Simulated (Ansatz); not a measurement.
Input for Ansatz (development build ahead of 0.2.0):

```yaml
crystal:
  periodic: [false, false, false]
  atoms:
    - { symbol: V, position_ang: [0.0, 0.0, 0.0] }
basis:
  gaussian: { orbitals: def2-TZVP }
magnetization:
  spin_polarized: true
  initial_magnetization: 3
hamiltonian:
  xc: pbe0
```

The input is written out in the form of the current development build from the run's settings.

Output:

| Quantity | Value |
| --- | --- |
| Converged | yes |
| Total energy | -943.68008 hartree |
| Spin squared of the determinant | 4.070 |

Caution: the unrestricted determinant is spin contaminated.
